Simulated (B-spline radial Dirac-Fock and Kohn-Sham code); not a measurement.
# L1 emission of Nb⁵⁺

System: the Nb⁵⁺ ion, configuration 1s2 2s2 2p6 3s2 3p6 3d10 4s2 4p6.

Input of the calculation (task.json; shells as n, l, electrons):

```json
{"items": [{
  "Z": 41,
  "q": 5,
  "cfg": [[1, 0, 2], [2, 0, 2], [2, 1, 6], [3, 0, 2], [3, 1, 6], [3, 2, 10], [4, 0, 2], [4, 1, 6]],
  "A": 93,
  "rrms": 4.324,
  "do": ["binding", "quiet", "decay"],
  "holes": ["K", "L1", "L2", "L3", "M1", "M2", "M3", "M4", "M5", "N1", "N2", "N3"]
}]}
```

Command: `python xray_run.py task.json out`

Level of theory: independent-particle radiative and Coulomb Auger rates from relativistic LDA hole-state orbitals, with Dirac-Fock energies; a radial atomic solver.

```tsv
line	multipole	energy (eV)	width (meV)	share (%)
L1-L2	E1	237.7	0.0609	0.157
L1-L3	E1	332.0	0.347	0.895
L1-M2	E1	2323.5	11.8	30.4
L1-M3	E1	2339.2	20.4	52.8
L1-M4	E2	2498.1	0.101	0.261
L1-M5	E2	2500.9	0.150	0.388
L1-N2	E1	2676.8	2.11	5.45
L1-N3	E1	2679.2	3.74	9.65
```

The listed lines hold 100.0 % of the radiative rate. The radiative width is 0.0387 eV in the length form and 0.0386 eV in the velocity form; the two differ because the transition energies are not eigenvalue differences of the potential that gave the orbitals.
